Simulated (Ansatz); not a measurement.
Reaction: LiOH (SMILES [Li][OH]) → LiOH (parent SMILES [Li][OH], triplet)
Each species at its own B3LYP-D3(BJ)/def2-TZVP minimum (Ansatz, an electronic-structure program).

Total energies in hartree (Ansatz). Open shells are spin-unrestricted; no spin-orbit coupling. Cores are frozen in correlated methods. No relativity. The spin of HLiO (parent SMILES [Li][OH], triplet) was assumed, and the state is the lowest solution found for it.

```tsv
species	HF/def2-TZVPP	CCSD(T)/def2-TZVPP	HF/def2-QZVPP	CCSD(T)/def2-QZVPP	CCSDT(Q)/def2-QZVPP
1: LiOH (SMILES [Li][OH])	-82.95372	-83.23075	-82.95892	-83.25860	-83.25912
2: LiOH (parent SMILES [Li][OH], triplet)	-82.86189	-83.08277	-82.86615	-83.10475	-83.10536
```

### Question
Work out the adiabatic triplet-singlet gap (electronic) in kcal/mol: take Hartree-Fock from def2-QZVPP, extrapolate the CCSD(T) correlation energy as X^-3 (X = 3, 4), and add CCSDT(Q) - CCSD(T) in def2-QZVPP. 1 hartree = 627.51 kcal/mol.

### Answer

Species 1: correlation (64·(-0.29968) - 27·(-0.27703))/37 = -0.31621; step -0.00052; E1 = -82.95892 + (-0.31621) + (-0.00052) = -83.27565
Species 2: correlation (64·(-0.23860) - 27·(-0.22088))/37 = -0.25153; step -0.00061; E2 = -82.86615 + (-0.25153) + (-0.00061) = -83.11829
-1·E1 +1·E2 = 0.15736 hartree = 98.7 kcal/mol.
